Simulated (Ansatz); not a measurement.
Cd₂Te (the lowest singlet isomer of a short search). Charge 0, multiplicity 1. Geometry PBE0-D4/def2-TZVP, basis def2-TZVP, Ansatz.

```xyz
3

Cd   -0.7312    2.5313   -0.6701
Cd    0.7321   -2.5306    0.6716
Te   -0.0009   -0.0007   -0.0014
```

| run | HOMO (eV) | LUMO (eV) |
| --- | --- | --- |
| A | -4.84 | -4.05 |
| B | -7.67 | -2.13 |
| C | -6.51 | -2.97 |
| D | -5.72 | -3.52 |
| E | -7.75 | -2.05 |

In the def2 sets Cd, Te take a core potential; there is no spin–orbit coupling. LC-ωPBE has ω = 0.4 bohr⁻¹. The order of the spin states hangs on the level: the triplet lies 0.10 eV below the singlet at PBE0-D4/def2-TZVP, but 0.13 eV above it at PBE-D4/def2-TZVP. The structure comes from a short search, and lower isomers may exist.

The runs used BHLYP, LC-ωPBE, PBE, PBE0, ωB97M-V. Estimate which is which.

A PBE (0 % exact exchange); B ωB97M-V (range-separated); C BHLYP (50 % exact exchange); D PBE0 (25 % exact exchange); E LC-ωPBE (range-separated). Exact exchange lowers occupied and raises empty levels; among semilocal functionals meta-GGAs tend to open the gap a little, and such runs are hard to tell apart. The gap grows from 0.79 eV (PBE) to 5.70 eV (LC-ωPBE).
